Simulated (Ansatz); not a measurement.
`C#C[SiH]1CS1` + H–F → `F[SiH]1CS1` + `C#C` at 700 K and 1 bar (ligand exchange at the Si–C bond).

Computed with Ansatz on PBE0-D4/def2-TZVP structures; ΔE is electronic, products minus reactants. CBS: MP2 limit from def2 TZ/QZ plus the TZ coupled-cluster correction, frozen cores. This one scheme is used for every species.

```
       species  CCSD(T)/CBS energy (Eh)  H − E (kJ/mol)  S (J/(mol·K))
`C#C[SiH]1CS1`               -803.36309           219.0          435.7
           H–F               -100.39570            45.2          198.5
  `F[SiH]1CS1`               -826.56648           160.3          381.0
         `C#C`                -77.22717           102.1          244.4
```

H − E and S are ideal-gas, rigid-rotor, harmonic terms from PBE0-D4/def2-TZVP, for one conformer and one mirror image of each species. 1 Eh = 2625.50 kJ/mol, R = 8.31446 J/(mol·K).

Task: By hand: ΔE, ΔH, ΔS and ΔG.

Result: ΔE = (-826.56648) + (-77.22717) − (-803.36309) − (-100.39570) = -0.03486 Eh = -91.5 kJ/mol. Δ(H − E) = 160.3 + 102.1 − 219.0 − 45.2 = -1.8, so ΔH = -93.3 kJ/mol. ΔS = 381.0 + 244.4 − 435.7 − 198.5 = -8.8 J/(mol·K). ΔG = -93.3 − 700 × (-8.8)/1000 = -87.1 kJ/mol.

Task: By hand: the equilibrium constant, and the temperature at which ΔG would vanish if ΔH and ΔS stayed fixed.

Result: log₁₀ K = −ΔG/(RT ln 10) = 6.5. ΔG = 0 at ΔH/ΔS = 10602 K, far beyond where these terms or the molecules hold.

The number of gas molecules stays the same, so ΔS is small and ΔH decides. A doubt of 5 kJ/mol in ΔE shifts log₁₀ K by 0.4 here. Other conformers and mirror images would add mixing entropy, several J/(mol·K) or more a flexible species. These are equilibria of isolated gas molecules and say nothing of rates. Largest T1 diagnostic: 0.013 (customary marks: 0.02 for closed shells, 0.045 for open ones).
